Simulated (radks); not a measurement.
Fractional charge and spin in the 4d shell of technetium: the spin-up occupation runs from 2 to 3 and the spin-down occupation from 1 to 2; the fullest corner is Tc+, [Kr] 5s(up 0.5, down 0.5) 4d(up 3, down 2). Method: scalar-relativistic Kohn-Sham, PBE, spin-polarised, spherical densities, point nucleus; computed with a radial shooting solver on a logarithmic mesh with Libxc functionals. Energy (eV) above the fullest corner. The planes named below are the two flat planes that join the four corners, with an edge along up + down = one added electron.

\begin{tabular}{lrrrrr}
down \ up & 2 & 2.25 & 2.5 & 2.75 & 3 \\ \hline
1 & 51.797 & 42.426 & 33.874 & 26.121 & 19.148 \\
1.25 & 42.635 & 34.127 & 26.417 & 19.485 & 13.309 \\
1.5 & 34.280 & 26.615 & 19.725 & 13.590 & 8.187 \\
1.75 & 26.713 & 19.869 & 13.776 & 8.414 & 3.759 \\
2 & 19.917 & 13.870 & 8.550 & 3.935 & 0.000 \\
\end{tabular}

Corners above the fullest one (they belong to Tc2+ and the next ion): (up 3, down 1) 19.148 eV, (up 2, down 2) 19.917 eV, (up 2, down 1) 51.797 eV. With half an added electron in each spin the energy lies 0.193 eV from the planes, and with half an added electron in spin up alone -1.599 eV. The planes are only a guide here: the flat-plane condition holds for ground states with one frontier orbital, while this shell lies below other occupied shells, so the corners above the fullest one are inner-hole states and not the ground states of those ions.
